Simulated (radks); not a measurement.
Results of a calculation; reference values are marked as such.
The barium ion Ba4+, configuration [Kr] 4d10 5s2 5p4.

Level of theory: scalar-relativistic Kohn-Sham, PBE, spin-polarised, spherical densities, finite nucleus; open shells are filled with parallel spins first (spin-orbit coupling, left out, can overturn this in heavy ions); Fermi nuclear charge, rms radius 4.8378 fm (a radial shooting solver on a logarithmic mesh with Libxc functionals).

Energy parts (eV):
| part | energy |
|---|---|
| total | -221272.09 |
| kinetic | 233577.44 |
| electron-nucleus | -533344.28 |
| Hartree | 83835.81 |
| exchange-correlation | -5341.06 |

Orbitals (lengths in bohr, moments of r in powers of bohr; r(90%) holds 90 % of the orbital's charge):
\begin{tabular}{lrrrr}
orbital & occ. & eigenvalue (eV) & r(90%) & <r^4> \\ \hline
1s up & 1 & -37297.37 & 0.0461 & 2.074e-06 \\
1s down & 1 & -37297.24 & 0.0461 & 2.074e-06 \\
2s up & 1 & -5929.355 & 0.170 & 0.0003467 \\
2s down & 1 & -5929.293 & 0.170 & 0.0003467 \\
2p up & 3 & -5321.413 & 0.157 & 0.0002524 \\
2p down & 3 & -5321.306 & 0.157 & 0.0002524 \\
3s up & 1 & -1283.316 & 0.429 & 0.01437 \\
3s down & 1 & -1283.210 & 0.428 & 0.01437 \\
3p up & 3 & -1088.380 & 0.434 & 0.01504 \\
3p down & 3 & -1088.258 & 0.434 & 0.01503 \\
3d up & 5 & -805.2005 & 0.417 & 0.01272 \\
3d down & 5 & -805.0831 & 0.417 & 0.01271 \\
4s up & 1 & -283.7112 & 0.968 & 0.3815 \\
4s down & 1 & -283.4678 & 0.967 & 0.3808 \\
4p up & 3 & -220.7735 & 1.04 & 0.5062 \\
4p down & 3 & -220.5219 & 1.04 & 0.5038 \\
4d up & 5 & -129.3371 & 1.20 & 0.8940 \\
4d down & 5 & -128.9926 & 1.20 & 0.8785 \\
5s up & 1 & -71.0924 & 2.24 & 10.95 \\
5s down & 1 & -69.1869 & 2.24 & 10.97 \\
5p up & 3 & -54.8342 & 2.54 & 17.98 \\
5p down & 1 & -52.8636 & 2.56 & 18.49 \\
\end{tabular}

The highest occupied level is 5p down at -52.864 eV. Summed over all electrons, <r^2> = 33.26 bohr^2, which gives a Langevin (diamagnetic) susceptibility term of -26.3 x 10^-6 cm^3/mol. Spin moment in Bohr magnetons: 2. For comparison, the ionisation energy in NIST's Atomic Spectra Database is 58 eV (theoretical). In exact Kohn-Sham theory the highest level is minus the ionisation energy, but local and semilocal functionals leave it too shallow, through self-interaction and a potential that decays too fast; potentials with the right tail come closer.
